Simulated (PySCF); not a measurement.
Isomers of C9H9N3, mass 159.080 u with the commonest isotopes. Method: PBE0/pcSseg-1 in PySCF (dipole) on a GFN2-xTB geometry, gas phase. One conformer each, none proved a minimum here; rigid rotors.

Question: Order these by rotational constant B, smallest first.
A. `[CH3:1][c:2]1[cH:3][cH:4][cH:5][cH:6][c:7]1-[n:8]1[cH:9][n:10][cH:11][n:12]1` with C6–C7–N8–C9 36°
B. `[CH3:1][c:2]1[cH:3][cH:4][cH:5][c:6](-[n:7]2[cH:8][cH:9][n:10][n:11]2)[cH:12]1` with C5–C6–N7–C8 -12°
C. `[CH3:1][n:2]1[cH:3][c:4](-[c:5]2[cH:6][cH:7][cH:8][cH:9][cH:10]2)[n:11][n:12]1` with C3–C4–C5–C6 0°

Answer: C (509.7 MHz), B (599.8 MHz), A (712.9 MHz).

Question: Order these by dipole moment, largest first.
A. `[CH3:1][n:2]1[cH:3][c:4](-[c:5]2[cH:6][cH:7][cH:8][cH:9][cH:10]2)[n:11][n:12]1` with C3–C4–C5–C6 0°
B. `[CH3:1][c:2]1[cH:3][cH:4][cH:5][cH:6][c:7]1-[n:8]1[cH:9][n:10][cH:11][n:12]1` with C6–C7–N8–C9 36°
C. `[CH3:1][c:2]1[cH:3][cH:4][cH:5][c:6](-[n:7]2[cH:8][cH:9][n:10][n:11]2)[cH:12]1` with C5–C6–N7–C8 -12°

Answer: A (4.37 D), C (4.16 D), B (2.82 D).

Question: Order these by rotational constant A, largest first.
A. `[CH3:1][c:2]1[cH:3][cH:4][cH:5][cH:6][c:7]1-[n:8]1[cH:9][n:10][cH:11][n:12]1` with C6–C7–N8–C9 36°
B. `[CH3:1][n:2]1[cH:3][c:4](-[c:5]2[cH:6][cH:7][cH:8][cH:9][cH:10]2)[n:11][n:12]1` with C3–C4–C5–C6 0°
C. `[CH3:1][c:2]1[cH:3][cH:4][cH:5][c:6](-[n:7]2[cH:8][cH:9][n:10][n:11]2)[cH:12]1` with C5–C6–N7–C8 -12°

Answer: B (3285 MHz), C (2400 MHz), A (2204 MHz).

```json
{"SMILES": "Cn1cc(-c2ccccc2)nn1", "point group": "Cs", "Ia (u·Å²)": "153.83", "Ib (u·Å²)": "991.52", "Ic (u·Å²)": "1142.16", "κ": "-0.95", "μa (D)": "1.57", "μb (D)": "4.08", "μc (D)": "0.02"}
{"SMILES": "Cc1cccc(-n2ccnn2)c1", "point group": "C1", "Ia (u·Å²)": "210.56", "Ib (u·Å²)": "842.52", "Ic (u·Å²)": "1046.58", "κ": "-0.88", "μa (D)": "2.47", "μb (D)": "3.30", "μc (D)": "0.56"}
{"SMILES": "Cc1ccccc1-n1cncn1", "point group": "C1", "Ia (u·Å²)": "229.26", "Ib (u·Å²)": "708.93", "Ic (u·Å²)": "905.02", "κ": "-0.81", "μa (D)": "2.78", "μb (D)": "0.25", "μc (D)": "0.41"}
```
